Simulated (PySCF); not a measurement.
Relaxation of singlet TaO2I

Method: PBE in PySCF with Ta def2-SVP with ECP60, O def2-SVP, I def2-SVP with ECP28; scalar-relativistic core potentials, no spin–orbit coupling; density-fitted integrals. A (50,194) grid was used.

A hand-made trigonal pyramidal start, of Cs symmetry, held to at least that symmetry:

Coordinates in bohr (charge 0 multiplicity 1):
```
Ta   -1.5946    0.0000   -1.0771
O    -3.1213    2.6443    0.5464
O    -3.1213   -2.6443    0.5464
I     3.0605    0.0000    1.3981
```

What does it relax to?

It ends at Cs with Ta–I 2.690 Å, Ta–O 1.744 Å (×2); I–Ta–O 106.9° (×2), O–Ta–O 104.6° (after a last refinement on a finer grid). A frequency run shows a minimum. Other isomers or separated fragments may lie lower.

How much energy is released, and in how many steps?

48.8 kJ/mol in 6 steps.

No spin–orbit coupling is included, which matters more the heavier the element.

The relaxation took roughly 80 core-seconds on a shared host.
